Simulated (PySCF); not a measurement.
**Working out the excitation energy of P**

P [Ne] 3s2 3p3 (4S) → P [Ne] 3s1 3p3 3d1 (6D). Calculation: PySCF 2.14, in x2c-TZVPPall with one added diffuse shell each of s, p, d type (6s6p4d1f, 51 functions); scalar relativity by spin-free X2C-1e. Frozen: [Ne]. Energies in hartree (1 hartree = 27.21139 eV):

```json
{"part": "UHF", "P (lower)": "-341.526346", "P (upper)": "-341.069858"}
{"part": "CCSD correlation", "P (lower)": "-0.101235", "P (upper)": "-0.036322"}
{"part": "(T)", "P (lower)": "-0.003914", "P (upper)": "-0.000529"}
```

What does Hartree-Fock give?

(-341.069858) − (-341.526346) = 0.456488 hartree = 12.422 eV.

What do CCSD and CCSD(T) give?

The CCSD correlation energies differ by 0.064913 hartree = 1.766 eV and the triples by 0.003385 hartree = 0.092 eV, so CCSD gives 14.188 eV and CCSD(T) 14.280 eV.

The upper state lies above the first ionisation limit, but in LS coupling its spin forbids autoionisation to the ground ion.
